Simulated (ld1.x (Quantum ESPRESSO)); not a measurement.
# S: excitation energies, all-electron against TM

```json
{
  "Element": "sulfur",
  "Generator": "ld1.x (Quantum ESPRESSO) 7.5",
  "Type": "norm-conserving Troullier–Martins (Kleinman–Bylander form)",
  "Functional": "PBE",
  "Relativity": "scalar-relativistic",
  "Frozen core": "[Ne]",
  "Valence charge": "6",
  "Reference configuration": "3s2 3p4",
  "Partial waves": "3p (bound): rc 1.60 bohr; 3s (bound): rc 1.50 bohr",
  "Local potential": "the s channel",
  "Core correction": "none"
}
```

Energies are relative to the spin-unpolarised reference configuration 3s2 3p4; without spin polarisation the order of configurations can differ from experiment.

```
valence configuration  charge  ΔE all-electron (eV)  error AE − PS (meV)
              3s2 3p3      +1                11.769                 +2.1
              3s2 3p2      +2                34.053                  +17
              3s2 3p1      +3                68.094                  +66
              3s1 3p5       0                10.311                 -0.1
            3s2 3p4.3    -0.3                -1.709                 +0.3
              3s0 3p6       0                20.740                 -2.5
```

(1) What are ΔE and the potential's error for 3s2 3p3.5?

Levels in the configuration 3s2 3p4.3:

```tsv
level	all-electron (eV)	pseudo (eV)
3s	-14.495	-14.496
3p	-4.415	-4.416
```

Results:

(1) ΔE = 4.660 eV all-electron; the error (AE − PS) is +0.2 meV.
